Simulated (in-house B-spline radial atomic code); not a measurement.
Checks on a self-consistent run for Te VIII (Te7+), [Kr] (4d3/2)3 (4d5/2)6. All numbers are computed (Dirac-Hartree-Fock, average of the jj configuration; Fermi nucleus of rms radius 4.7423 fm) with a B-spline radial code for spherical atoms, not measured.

```json
{"orbital": "1s1/2", "q": "2", "ε (Eh)": "-1179.64671", "<1/r>": "55.574", "<r²>": "0.00104766", "small-component weight": "0.036624"}
{"orbital": "2s1/2", "q": "2", "ε (Eh)": "-187.55265", "<1/r>": "12.9653", "<r²>": "0.0168368", "small-component weight": "0.0078317"}
{"orbital": "2p1/2", "q": "2", "ε (Eh)": "-175.44985", "<1/r>": "12.9093", "<r²>": "0.0125262", "small-component weight": "0.0078172"}
{"orbital": "2p3/2", "q": "4", "ε (Eh)": "-165.33498", "<1/r>": "11.9521", "<r²>": "0.0138115", "small-component weight": "0.0074388"}
{"orbital": "3s1/2", "q": "2", "ε (Eh)": "-41.76798", "<1/r>": "4.62793", "<r²>": "0.117239", "small-component weight": "0.0023185"}
{"orbital": "3p1/2", "q": "2", "ε (Eh)": "-36.75419", "<1/r>": "4.52808", "<r²>": "0.112363", "small-component weight": "0.002252"}
{"orbital": "3p3/2", "q": "4", "ε (Eh)": "-34.81720", "<1/r>": "4.29639", "<r²>": "0.120323", "small-component weight": "0.0021531"}
{"orbital": "3d3/2", "q": "4", "ε (Eh)": "-26.06660", "<1/r>": "4.13143", "<r²>": "0.102266", "small-component weight": "0.002018"}
{"orbital": "3d5/2", "q": "6", "ε (Eh)": "-25.69023", "<1/r>": "4.07647", "<r²>": "0.104188", "small-component weight": "0.0019927"}
{"orbital": "4s1/2", "q": "2", "ε (Eh)": "-10.61264", "<1/r>": "1.82757", "<r²>": "0.652162", "small-component weight": "0.00063223"}
{"orbital": "4p1/2", "q": "2", "ε (Eh)": "-8.74271", "<1/r>": "1.72361", "<r²>": "0.715029", "small-component weight": "0.00057749"}
{"orbital": "4p3/2", "q": "4", "ε (Eh)": "-8.43639", "<1/r>": "1.65616", "<r²>": "0.759261", "small-component weight": "0.00055167"}
{"orbital": "4d3/2", "q": "3", "ε (Eh)": "-5.44628", "<1/r>": "1.43451", "<r²>": "0.968779", "small-component weight": "0.00043351"}
{"orbital": "4d5/2", "q": "6", "ε (Eh)": "-5.39501", "<1/r>": "1.41346", "<r²>": "0.988808", "small-component weight": "0.00042291"}
```

Electron-electron repulsion V_ee = 2358.7572 hartree.

**Question.** What total energy follows from the eigenvalues?

**Answer.** The eigenvalues count the repulsion twice, so E = Σqε - V_ee = -4422.524 - 2358.757 = -6781.282 hartree; the run printed -6781.282.

**Question.** Does the Dirac virial theorem hold?

**Answer.** For a point nucleus E = -2c²Σq·w, with w the small-component weight. Here Σq·w = 0.18055 and c = 137.0360, so the ratio E/(-2c²Σq·w) is 1.000057; the finite nucleus accounts for the departure from 1.

**Question.** What diamagnetic shielding (Lamb formula) and susceptibility (Langevin formula) do the radii give?

**Answer.** σ = (α²/3)Σq<1/r> = 313.699/(3·137.036²) = 5568.3 ppm, and χ = -0.79199×10⁻⁶·Σq<r²> = -13.23×10⁻⁶ cm³/mol with Σq<r²> = 16.701 bohr². Both are non-relativistic formulas without the paramagnetism of open shells; for so heavy an element the full relativistic shielding is larger by tens of per cent.
